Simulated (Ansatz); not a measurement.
Reaction (substitution at a C–F bond): `FC#C[SiH3]` + H₂S → `[SiH3]C#CS` + H–F

Computed with Ansatz on PBE0-D4/def2-TZVP structures; ΔE is electronic, products minus reactants. CCSD(T)/CBS is the MP2 limit (def2-TZVPP, def2-QZVPP) plus CCSD(T) − MP2 in def2-TZVPP, frozen cores. This one scheme is used for every species. Functionals use def2-TZVPP. HSE06 is defined as in plane-wave codes. One conformer a species, not always the lowest.

CCSD(T)/CBS gives -101.1 kJ/mol.

(1) Another level gave -100.0 kJ/mol. Which?
A. RPA@PBE/def2-TZVPP
B. HSE06-D4/def2-TZVPP
C. ωB97X-V/def2-TZVPP
D. SCS-MP2/def2-TZVPP

Largest T1 diagnostic among the species: 0.013.

## Answers

(1) D. SCS-MP2/def2-TZVPP -100.0, ωB97X-V -82.5, HSE06-D4 -92.4, RPA@PBE/def2-TZVPP -87.1 kJ/mol.

At CCSD(T), def2-SVP lies +31.2 kJ/mol from the extrapolated value and def2-TZVPP +6.4 kJ/mol. In def2-TZVPP, CCSD(T) changes the Hartree–Fock value by −18.0 kJ/mol (the triples alone add −3.5 kJ/mol) and MP2 by −32.1 kJ/mol. Leaving LDA and LC-ωPBE aside and taking each functional with its dispersion term where it has one, the values, not all of them listed here, spread over 14.5 kJ/mol, from PBE-QIDH to ωB97X-V.
